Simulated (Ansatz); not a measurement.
Relaxation of BCl2H4Si (8 atoms, charge 0, multiplicity 2), to a largest force component of 0.03 eV/Å in at most 50 steps.

These are results of Ansatz 0.2.0, UKS PBE/def2-SVP, not measurements.

```xyz
8
Properties=species:S:1:pos:R:3
B 0.001 -0.006 -0.311
H 0.004 -0.020 0.892
Cl 1.520 0.008 -1.177
Cl -1.522 0.008 -1.170
Si 0.001 0.003 3.557
H -0.776 -1.205 4.014
H 1.432 -0.065 4.021
H -0.659 1.277 4.015
```

**Question.** Where does it end, and by what steps?

**Answer.** The run converged. The force dipped under the threshold on the way, but the program's further checks kept it going. After 7 steps the energy has fallen by 0.045 eV; Si5 moved furthest, 0.38 Å.

```json
{"step": "0", "energy less start (eV)": "0.0000", "largest force component (eV/Å)": "0.388", "accepted": "yes"}
{"step": "1", "energy less start (eV)": "-0.0349", "largest force component (eV/Å)": "0.120", "accepted": "yes"}
{"step": "2", "energy less start (eV)": "0.0874", "largest force component (eV/Å)": "1.466", "accepted": "no"}
{"step": "3", "energy less start (eV)": "-0.0386", "largest force component (eV/Å)": "0.310", "accepted": "yes"}
{"step": "4", "energy less start (eV)": "-0.0156", "largest force component (eV/Å)": "0.632", "accepted": "no"}
{"step": "5", "energy less start (eV)": "-0.0432", "largest force component (eV/Å)": "0.042", "accepted": "yes"}
{"step": "6", "energy less start (eV)": "-0.0438", "largest force component (eV/Å)": "0.018", "accepted": "yes"}
{"step": "7", "energy less start (eV)": "-0.0452", "largest force component (eV/Å)": "0.012", "accepted": "yes"}
```

```xyz
8
Properties=species:S:1:pos:R:3
B 0.001 -0.004 -0.684
H 0.005 -0.016 0.527
Cl 1.518 0.005 -1.554
Cl -1.522 0.005 -1.544
Si 0.002 0.003 3.936
H -0.776 -1.205 4.380
H 1.432 -0.065 4.398
H -0.659 1.277 4.383
```

Whether the end is a true minimum wasn't checked by a vibrational analysis.

The run took 12 s on 4 threads of Arm Neoverse V1, on a shared host, peak memory 0.15 GiB.
